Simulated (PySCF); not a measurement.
C₃H₁₂OSi₂, SMILES C[SiH2][C@H]([SiH3])CO.

The structure is a stationary point at ωB97X-D3(BJ)/def2-SVP. The structure was generated by enumeration; whether it is a known compound was not checked. One conformer was computed; it need not be the lowest.

Method: ωB97X-D3(BJ)/def2-SVP (PySCF).

Frequencies are harmonic and unscaled.

| mode | ν (cm⁻¹) | IR (km/mol) | moving atoms (share of kinetic energy) |
|---|---|---|---|
| 1 | 68 | 0.6 | H 35 %, Si 29 %, C 26 %, O 10 % |
| 2 | 87 | 8.9 | H 35 %, O 31 %, C 26 %, Si 8 % |
| 3 | 133 | 1.3 | C 33 %, H 29 %, Si 27 %, O 11 % |
| 4 | 159 | 11.9 | H 37 %, Si 26 %, O 25 %, C 12 % |
| 5 | 170 | 6.8 | H 76 %, C 12 %, Si 8 % |
| 6 | 195 | 1.2 | H 81 %, Si 12 % |
| 7 | 221 | 37.3 | H 54 %, Si 25 %, C 17 % |
| 8 | 264 | 23.1 | H 50 %, C 31 %, Si 11 % |
| 9 | 281 | 99.5 | H 72 %, C 15 %, Si 9 % |
| 10 | 425 | 4.4 | O 31 %, Si 29 %, C 21 %, H 19 % |
| 11 | 500 | 8.5 | H 84 %, Si 9 % |
| 12 | 543 | 2.3 | H 44 %, C 28 %, Si 26 % |
| 13 | 631 | 6.9 | H 84 %, Si 9 % |
| 14 | 638 | 4.4 | H 81 %, C 10 %, Si 9 % |
| 15 | 697 | 2.5 | H 53 %, C 34 %, Si 13 % |
| 16 | 743 | 34.6 | H 59 %, C 22 %, Si 18 % |
| 17 | 770 | 56.3 | H 53 %, C 30 %, Si 17 % |
| 18 | 857 | 43.9 | H 42 %, C 41 %, Si 14 % |
| 19 | 896 | 33.6 | H 79 %, C 16 % |
| 20 | 912 | 228.6 | H 85 %, C 8 % |
| 21 | 953 | 45.6 | H 76 %, C 20 % |
| 22 | 958 | 274.7 | H 88 %, Si 10 % |
| 23 | 965 | 78.4 | H 96 % |
| 24 | 970 | 20.1 | H 95 % |
| 25 | 974 | 36.4 | H 94 % |
| 26 | 1058 | 46.9 | C 60 %, H 34 % |
| 27 | 1099 | 52.8 | H 47 %, C 46 % |
| 28 | 1114 | 162.6 | C 35 %, H 34 %, O 31 % |
| 29 | 1174 | 19.7 | H 65 %, C 31 % |
| 30 | 1289 | 30.1 | H 78 %, C 22 % |
| 31 | 1296 | 20.1 | H 74 %, C 24 % |
| 32 | 1393 | 30.8 | H 86 % |
| 33 | 1419 | 20.9 | H 77 %, C 21 % |
| 34 | 1443 | 3.5 | H 96 % |
| 35 | 1449 | 6.2 | H 96 % |
| 36 | 1495 | 2.1 | H 92 % |
| 37 | 2205 | 115.0 | H 97 % |
| 38 | 2238 | 122.9 | H 96 % |
| 39 | 2243 | 149.5 | H 97 % |
| 40 | 2253 | 105.6 | H 97 % |
| 41 | 2262 | 94.0 | H 97 % |
| 42 | 3028 | 38.9 | H 94 % |
| 43 | 3068 | 2.3 | H 97 % |
| 44 | 3082 | 2.5 | H 92 % |
| 45 | 3118 | 27.5 | H 91 %, C 9 % |
| 46 | 3169 | 3.1 | H 91 %, C 9 % |
| 47 | 3172 | 4.8 | H 91 %, C 9 % |
| 48 | 3893 | 43.8 | H 94 % |
